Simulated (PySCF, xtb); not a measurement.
2-bromofuran (C4H3BrO), SMILES Brc1ccco1.

GFN2-xTB (xtb) at its own geometry gives an orbital gap of 4.37 eV and a dipole moment of 3.40 D.

The structure is a stationary point at ωB97X-D3(BJ)/def2-SVP.

Task: What does PBE/def2-TZVP (PySCF) give? (Estimate from the structure and the level; the computed values follow.)

Result: gap 4.55 eV (levels -5.57 and -1.02 eV), dipole 1.41 D.
